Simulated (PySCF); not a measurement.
**UHF on Cd⁺ (cadmium, charge +1)**

Configuration: [Kr] 4d10 5s1, 2S determinant. All numbers are calculated (PySCF 2.14, a scalar-relativistic core potential, in aug-cc-pwCVDZ-PP with ECP28MDF (6s6p5d3f, 70 functions)).

- Total energy: -166.568382 hartree
- One-electron energy: -291.1322 hartree
- Hartree (Coulomb) energy: 139.0057 hartree
- Exchange energy: -14.4419 hartree
- ⟨S²⟩: 0.7512
- ⟨L²⟩: 0.000
- Sum of ⟨r⟩: 23.11 bohr
- Sum of ⟨r²⟩: 35.89 bohr²

```
shell  electrons  mean orbital energy (hartree)  rms radius, mean of both spins (bohr)
 4s α          1                       -5.13887                                  0.947
 4s β          1                       -5.13271                                  0.947
 4p β          3                       -3.47046                                   1.04
 4p α          3                       -3.47025                                   1.04
 4d α          5                       -1.03625                                   1.37
 4d β          5                       -1.03048                                   1.37
 5s α          1                       -0.57724                                   2.97
```

Energies and moments cover only the electrons outside the core potential.
